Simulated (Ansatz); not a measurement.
Ansatz (a program for electronic structure) input for CH₆ClGeN, SMILES [CH3][Ge@H]([NH2])[Cl], PBE0/def2-SVPD. Geometry: ωB97X-D3(BJ)/def2-SVP. The structure was generated by enumeration; whether it is a known compound was not checked. The values are those of a single conformer.

Ansatz 0.2 input:
```yaml
crystal:
  periodic: [false, false, false]
  atoms:
    - {symbol: C, position_ang: [-1.48515554, -1.28383298, -0.02451829]}
    - {symbol: Ge, position_ang: [0.02036854, -0.14058797, -0.42487868]}
    - {symbol: N, position_ang: [1.56617120, -1.07791118, -0.23148635]}
    - {symbol: Cl, position_ang: [-0.08761564, 1.52300614, 0.98765484]}
    - {symbol: H, position_ang: [-1.51556350, -2.13180372, -0.72493815]}
    - {symbol: H, position_ang: [-1.39482240, -1.66995585, 1.00180855]}
    - {symbol: H, position_ang: [-2.42345408, -0.71579919, -0.10007865]}
    - {symbol: H, position_ang: [0.01795861, 0.49603420, -1.81743895]}
    - {symbol: H, position_ang: [1.68043265, -1.55161535, 0.66143812]}
    - {symbol: H, position_ang: [2.42085598, -0.57077326, -0.44729155]}
basis:
  gaussian:
    orbitals: def2-SVPD
hamiltonian:
  xc: {name: PBE0}
```

Output:

```
WARN ansatz: RAYON_NUM_THREADS=1 ignored (pool sized by the plan → 1); use --threads N
Functional definition: PBE0
integrals: 0.10 GiB planned
1458 factors; their error is unknown
mean field: 0.84 GiB planned
mean field evaluation 1: about -71632.4322 eV, gradient 6.3e1 eV
mean field evaluation 2: about -71623.5775 eV, gradient 8.6e1 eV
mean field evaluation 4: about -71640.6387 eV, gradient 3.8e0 eV
mean field evaluation 8: about -71640.6703 eV, gradient 3.4e-2 eV
mean field evaluation 16: about -71640.9176 eV, gradient 3.2e-5 eV
mean field -71640.91764435 eV, -2632.7551634717 hartree, gradient 3.2e-5 eV, S^2 0.000000; 0 other end points of the search recorded, 0 dependent functions left out
reference -71640.91768313 eV, -2632.7551648968 hartree; 34, 34 occupied and 119, 119 virtual orbitals, 1458 factors
Total energy: -71640.91768313 eV, -2632.7551648968 hartree
```

The calculation finished and met its thresholds.

Cost: about 2.6 core-seconds (a rough figure).
